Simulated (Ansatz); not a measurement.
Kohn–Sham single points on C2H9GeN, SMILES `C[N](C)[GeH3]`.

```yaml
crystal:
  periodic: [false, false, false]
  atoms:
    - {symbol: C, position_ang: [-0.365172, 1.125600, -0.872481]}
    - {symbol: N, position_ang: [-0.269482, 0.183182, 0.216460]}
    - {symbol: C, position_ang: [0.799610, 0.502401, 1.132019]}
    - {symbol: Ge, position_ang: [-0.494917, -1.593566, -0.205027]}
    - {symbol: H, position_ang: [0.541521, 1.168256, -1.500051]}
    - {symbol: H, position_ang: [-0.534936, 2.135124, -0.478453]}
    - {symbol: H, position_ang: [-1.210776, 0.879349, -1.519475]}
    - {symbol: H, position_ang: [0.644830, 1.503932, 1.551773]}
    - {symbol: H, position_ang: [1.798653, 0.495620, 0.663381]}
    - {symbol: H, position_ang: [0.814312, -0.204125, 1.965618]}
    - {symbol: H, position_ang: [-1.803408, -1.704094, -1.002608]}
    - {symbol: H, position_ang: [-0.568164, -2.364779, 1.121758]}
    - {symbol: H, position_ang: [0.668429, -2.161700, -1.058212]}
basis:
  gaussian: {orbitals: def2-TZVPP}
hamiltonian: {xc: {name: BLYP}, dispersion: d4}
output: {orbitals: {seedname: orbitals}}
```

```sh
$ ansatz run in.yaml --threads 4 --pin off --events-out ev --progress --plain --max-ram 10444MiB
```

Shortened log:

```
Functional definition: BLYP
1404 factors; their error is unknown
mean field evaluation 1: about -60213.6102 eV, gradient 8.6e1 eV
mean field evaluation 2: about -60110.6958 eV, gradient 2.0e2 eV
mean field evaluation 4: about -60228.9636 eV, gradient 1.8e1 eV
mean field evaluation 8: about -60229.5147 eV, gradient 1.9e-1 eV
mean field evaluation 16: about -60229.4796 eV, gradient 3.5e-4 eV
mean field -60229.47956267 eV, -2213.3925489206 hartree, gradient 4.4e-5 eV, S^2 0.000000; 0 other end points of the search recorded, 0 dependent functions left out
reference -60229.47996550 eV, -2213.3925637242 hartree; 30, 30 occupied and 237, 237 virtual orbitals, 1404 factors
Total energy: -60230.04195105 eV, -2213.4132163123 hartree
```

It took 2.4 s on 4 threads of an Arm Neoverse V1 on a shared host, with 0.36 GiB of host memory at the peak.

With the line `hamiltonian: {xc: {name: BHLYP}, dispersion: d4}` (abridged; 3.9 s):

```
Functional definition: BHLYP
mean field evaluation 16: about -60227.2003 eV, gradient 1.4e-4 eV
mean field -60227.20026003 eV, -2213.3087860936 hartree, gradient 2.3e-5 eV, S^2 0.000000
Total energy: -60227.49844320 eV, -2213.3197441228 hartree
```

With the line `hamiltonian: {xc: pbe, dispersion: d4}` and forces (abridged; 3 s):

```
Functional definition: PBE
mean field evaluation 16: about -60216.3114 eV, gradient 6.4e-4 eV
mean field -60216.31140674 eV, -2212.9086281159 hartree, gradient 2.7e-5 eV, S^2 0.000000
Total energy: -60216.56509503 eV, -2212.9179509887 hartree
Atom 0 force    -0.031017     0.030478    -0.086768 eV/Å
Atom 1 force    -0.209167     0.110407     0.155937 eV/Å
Atom 2 force     0.061525    -0.019129     0.072472 eV/Å
Atom 3 force    -0.040007    -0.256041    -0.056338 eV/Å
Atom 4 force     0.196966     0.028309    -0.151547 eV/Å
Atom 5 force    -0.030042     0.217051     0.079678 eV/Å
Atom 6 force    -0.167674    -0.045796    -0.135879 eV/Å
Atom 7 force    -0.025779     0.214789     0.087025 eV/Å
Atom 8 force     0.234159     0.008415    -0.087577 eV/Å
Atom 9 force     0.009818    -0.140811     0.169583 eV/Å
Atom 10 force    -0.128759    -0.001735    -0.079697 eV/Å
Atom 11 force    -0.003932    -0.068507     0.134995 eV/Å
Atom 12 force     0.133909    -0.077431    -0.101884 eV/Å
Dipole moment:     0.066267     0.067162    -0.017606 e Å
```

With the line `hamiltonian: {xc: {name: revPBE}, dispersion: d4}` (abridged; 2.4 s):

```
Functional definition: revPBE
mean field evaluation 16: about -60224.4712 eV, gradient 2.2e-4 eV
mean field -60224.47119070 eV, -2213.2084946454 hartree, gradient 7.5e-5 eV, S^2 0.000000
Total energy: -60225.29044729 eV, -2213.2386017700 hartree
```

The same input with `hamiltonian: {xc: pbe0, dispersion: d4}` (abridged; 3.6 s):

```
Functional definition: PBE0
mean field evaluation 16: about -60218.4333 eV, gradient 6.8e-5 eV
mean field -60218.43331948 eV, -2212.9866069706 hartree, gradient 6.8e-5 eV, S^2 0.000000
Total energy: -60218.64661324 eV, -2212.9944453719 hartree
```

Changing it to `hamiltonian: {xc: {name: wB97M-V}}` and forces (abridged; 15 s):

```
Functional definition: wB97M-V
mean field evaluation 16: about -60224.6813 eV, gradient 1.6e-4 eV
mean field -60224.68126250 eV, -2213.2162146416 hartree, gradient 6.7e-5 eV, S^2 0.000000
Total energy: -60224.68131497 eV, -2213.2162165698 hartree
Atom 0 force    -0.024092     0.214168    -0.209583 eV/Å
Atom 1 force    -0.130443    -0.204021     0.012410 eV/Å
Atom 2 force     0.210970     0.088306     0.194938 eV/Å
Atom 3 force    -0.033896    -0.123342    -0.018653 eV/Å
Atom 4 force    -0.063859    -0.015097     0.058395 eV/Å
Atom 5 force     0.015331    -0.077970    -0.037779 eV/Å
Atom 6 force     0.061705     0.018261     0.045188 eV/Å
Atom 7 force     0.019081    -0.079960    -0.031299 eV/Å
Atom 8 force    -0.084906    -0.003825     0.022137 eV/Å
Atom 9 force     0.000632     0.050889    -0.059926 eV/Å
Atom 10 force     0.100229     0.011616     0.057715 eV/Å
Atom 11 force     0.009139     0.060330    -0.098933 eV/Å
Atom 12 force    -0.079890     0.060644     0.065390 eV/Å
Dipole moment:     0.078076     0.048530    -0.030261 e Å
```
